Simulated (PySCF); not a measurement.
What binds ZnF⁻: the parts of the energy along the bond

State: ¹Σ⁺, singlet, closed shell. RHF-based CCSD(T) in PySCF 2.14 with Zn aug-cc-pVDZ-PP with ECP10, F aug-cc-pVDZ and Zn aug-cc-pVTZ-PP with ECP10, F aug-cc-pVTZ (frozen core orbitals: 5; scalar-relativistic core potentials). Correlation energies are extrapolated as n⁻³ (n = 2, 3), Hartree–Fock as (n+1)·exp(−9√n). CV is the change on freezing 0 orbitals instead, in Zn cc-pwCVTZ-PP with ECP10, F cc-pwCVTZ. All energies in eV from Zn + F⁻.

| R (Å) | HF/CBS | CCSD corr. | (T) | CV | total |
| --- | --- | --- | --- | --- | --- |
| 1.7076 | -1.392 | 0.151 | 0.0135 | 0.0320 | -1.196 |
| 1.7852 | -1.587 | 0.150 | 0.0098 | 0.0269 | -1.400 |
| 1.8629 | -1.659 | 0.143 | 0.0057 | 0.0228 | -1.487 |
| 1.9405 | -1.653 | 0.133 | 0.0015 | 0.0195 | -1.499 |
| 2.0181 | -1.600 | 0.122 | -0.0024 | 0.0169 | -1.463 |
| 2.1151 | -1.497 | 0.108 | -0.0067 | 0.0143 | -1.381 |
| 2.2121 | -1.375 | 0.095 | -0.0099 | 0.0122 | -1.277 |

A fit to the total gives Re = 1.9160 Å, De = 1.501 eV, ωe = 407.3 cm⁻¹, Be = 0.3135 cm⁻¹ (masses 63.9291 and 18.9984 u).

Question: At R = 1.9405 Å the CCSD correlation energy is -0.659333 hartree in the smaller basis and -0.778321 in the larger. Extrapolate it.

Answer: (3³·E3 − 2³·E2)/(3³ − 2³) = -0.82842 hartree; the larger basis holds 94.0 % of it.

The T1 diagnostic is 0.025, large enough to doubt a single reference. Spin–orbit coupling, excitations beyond (T) and corrections to the Born–Oppenheimer picture are left out.
